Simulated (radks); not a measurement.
B+, configuration [He] 2s1 7s1 (not the ground configuration). Calculated with a radial shooting solver on a logarithmic mesh with Libxc functionals: non-relativistic Kohn-Sham, PBE, spin-polarised, spherical densities, point nucleus; open shells are filled with parallel spins first.

Normalised radial functions P(r) = r R(r), r in bohr:

r	1s down	2s up	7s up
0.01788	0.3415	0.0902	0.0090
0.02065	0.3890	0.1028	0.0102
0.02384	0.4421	0.1168	0.0116
0.02754	0.5012	0.1323	0.0131
0.0318	0.5666	0.1495	0.0149
0.03673	0.6385	0.1683	0.0167
0.04241	0.7168	0.1887	0.0187
0.04898	0.8011	0.2106	0.0209
0.05657	0.8910	0.2338	0.0232
0.06533	0.9852	0.2578	0.0256
0.07545	1.0822	0.2821	0.0280
0.08714	1.1799	0.3060	0.0303
0.09983	1.2700	0.3271	0.0324
0.1153	1.3598	0.3468	0.0343
0.1332	1.4396	0.3621	0.0357
0.1538	1.5045	0.3710	0.0364
0.1776	1.5494	0.3713	0.0363
0.2051	1.5690	0.3604	0.0350
0.2369	1.5587	0.3359	0.0322
0.2735	1.5149	0.2953	0.0277
0.3159	1.4361	0.2364	0.0213
0.3648	1.3231	0.1580	0.0129
0.4214	1.1800	0.0599	0.0025
0.4866	1.0140	-0.0565	-0.0097
0.562	0.8353	-0.1876	-0.0230
0.649	0.6555	-0.3277	-0.0367
0.7496	0.4866	-0.4684	-0.0494
0.8657	0.3390	-0.6006	-0.0595
0.9997	0.2198	-0.7145	-0.0651
1.155	0.1309	-0.7954	-0.0637
1.333	0.0707	-0.8301	-0.0534
1.54	0.0340	-0.8112	-0.0330
1.778	0.0144	-0.7401	-0.0037
2.054	0.0052	-0.6282	0.0307
2.372	0.0016	-0.4937	0.0638
2.739	0.0004	-0.3567	0.0868
3.164	0.0001	-0.2344	0.0906
3.654	0.0000	-0.1381	0.0685
4.22	0.0000	-0.0716	0.0210
4.873	0.0000	-0.0321	-0.0410
5.628	0.0000	-0.0124	-0.0968
6.5	0.0000	-0.0041	-0.1193
7.506	0.0000	-0.0011	-0.0850
8.669	0.0000	-0.0002	-0.0020
9.932	0.0000	0.0000	0.0894
11.47	0.0000	0.0000	0.1466
13.25	0.0000	0.0000	0.1027
15.3	0.0000	0.0000	-0.0188
17.67	0.0000	0.0000	-0.1457
20.4	0.0000	0.0000	-0.1732
23.56	0.0000	0.0000	-0.0593
27.21	0.0000	0.0000	0.1122
31.43	0.0000	0.0000	0.2598
36.3	0.0000	0.0000	0.2335
41.92	0.0000	0.0000	0.1161
48.41	0.0000	0.0000	0.0368
55.91	0.0000	0.0000	0.0072
64.57	0.0000	0.0000	0.0009
74.57	0.0000	0.0000	0.0001
86.12	0.0000	0.0000	0.0000

1s down: eigenvalue -209.20 eV, 0 radial nodes, <r> = 0.328 bohr, 90 % of the charge inside 0.590 bohr. 2s up: eigenvalue -31.430 eV, 1 radial node at r = 0.455 bohr, <r> = 1.62 bohr, 90 % of the charge inside 2.50 bohr. 7s up: eigenvalue -1.241 eV, 6 radial nodes at r = 0.435, 1.81, 4.44, 8.69, 15.0, 24.8 bohr, <r> = 29.3 bohr, 90 % of the charge inside 39.0 bohr.
